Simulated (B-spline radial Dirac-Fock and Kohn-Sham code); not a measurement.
**Hf⁴⁺ 4f7/2: cross section and angular parameters**

System: Hf⁴⁺, [Xe] 4f14; threshold 68.81 eV (orbital energy of the model). Method: Dirac-Hartree-Slater photoionisation with a Latter tail; cross sections with all multipoles, angular parameters from the dipole term and its interference with E2. Computed with a B-spline atomic structure program.

For linearly polarised light dσ/dΩ = σ/(4π) [1 + β P₂(cos θ) + (δ + γ cos²θ) sin θ cos φ], with θ from the polarisation vector and φ the angle between the beam and the projection of the electron momentum on the plane normal to the polarisation.

```csv
hν (eV),σ (kb),β,γ,δ
100,3270,0.582,0.007,0.008
105,3470,0.520,0.007,0.009
106,3500,0.510,0.007,0.009
124,3990,0.388,0.003,0.012
147,4180,0.337,0.003,0.014
189,3930,0.351,0.004,0.018
199,3830,0.363,0.004,0.019
200,3820,0.364,0.004,0.019
201,3810,0.366,0.004,0.019
247,3320,0.435,0.007,0.023
249,3290,0.438,0.007,0.023
403,1750,0.663,0.018,0.032
421,1620,0.684,0.020,0.033
540,982,0.803,0.037,0.040
600,771,0.849,0.048,0.043
1486.9,?,?,?,?
1770,32.2,1.053,0.415,0.108
1990,21.5,1.043,0.485,0.120
2410,10.9,1.015,0.608,0.141
2984.4,4.96,0.970,0.750,0.170
3810,1.96,0.906,0.916,0.211
4890,0.729,0.832,1.082,0.264
4930,0.706,0.829,1.087,0.266
6000,0.317,0.770,1.212,0.317
7910,0.0994,0.686,1.379,0.404
8040,0.0927,0.682,1.388,0.410
8047.8,0.0923,0.681,1.389,0.410
9270,0.0502,0.640,1.470,0.463
15000,0.00587,0.501,1.698,0.686
```

Task: Give the values at Al Kα (taken as 1486.9 eV).

Result: σ = 57.6 kb, β = 1.057, γ = 0.321, δ = 0.093.
